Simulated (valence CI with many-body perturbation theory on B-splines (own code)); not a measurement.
**Sensitivity of CI+MBPT for Rh5+**

Calculated by relativistic CI+MBPT: four valence electrons over a frozen Dirac-Fock core [Kr], a basis of 6 s, 6 p, 5 d, 5 f, 1 g functions for each j, with the one-electron correlation potential Σ1 (screened to all orders), the two-electron term Σ2, the three-electron term Σ3, Breit, model QED; selected single and double excitations, second order for the rest, scaled by the run's own slope (own B-spline code, finite nucleus).

No measured spectrum was set against this ion. As an estimate, terms of the open shell hold to 2 to 4 % of their energy, and close levels can change places; different configurations can be misplaced against each other by 1,000 to 8,000 cm⁻¹. Only levels of the ground parity were solved; by the run's estimate the other parity begins above the list, which can be wrong where configurations are misplaced.

The reference run has the lowest level 4d⁴ ⁵D_0 and an ionisation energy of 79.8503 eV. Its largest variational space holds 9981 state functions.

Names give the largest LS component (configuration and term), which can be under half, so a name can repeat, a term be missing and a line seem to break the LS rules; names also repeat where a configuration has a term twice.

Changed runs:
A. highest l with Σ1, explicit Σ2 and valence Breit (higher l get mean screening factors) 3 → 0
B. correlating orbitals by l 3 3 3 3 1 → 5 3 3 2 2
C. Breit term on → off; QED terms on → off; factor on the speed of light 1 → 10
D. cutoff of virtual states (hartree) 4050 → 4.5 (bad on purpose)

Excitation energies of the reference run in cm⁻¹, and shifts in cm⁻¹:

| Level | Reference | A | B | C | D |
| --- | --- | --- | --- | --- | --- |
| 4d⁴ ⁵D_1 | 696 | -68 | +1.4 | -691 | -9.1 |
| 4d⁴ ⁵D_2 | 1810 | -164 | +2.3 | -1796 | -22 |
| 4d⁴ ⁵D_3 | 3156 | -267 | +2.4 | -3128 | -36 |
| 4d⁴ ⁵D_4 | 4642 | -374 | +1.8 | -4596 | -52 |
| 4d⁴ ³P_0 | 19031 | -1352 | -60 | +2208 | -143 |
| 4d⁴ ³H_4 | 19228 | +1879 | -34 | -859 | +78 |
| 4d⁴ ³H_5 | 20832 | +1948 | -31 | -2454 | +69 |
| 4d⁴ ³H_6 | 22065 | +1950 | -31 | -3675 | +65 |
| 4d⁴ ³P_1 | 22280 | -1569 | -58 | -1015 | -176 |
| 4d⁴ ³G_3 | 22564 | +542 | -45 |  | -22 |
| 4d⁴ ³F_2 | 23320 | -163 | -51 | -2070 | -86 |
| 4d⁴ ³F_4 | 23798 | +424 | -44 | -2536 | -48 |
| Ionisation energy (eV) | 79.8503 | -0.4148 | +0.0058 | +0.8785 | -0.4391 |

A blank means that the level has no clear partner in that run.
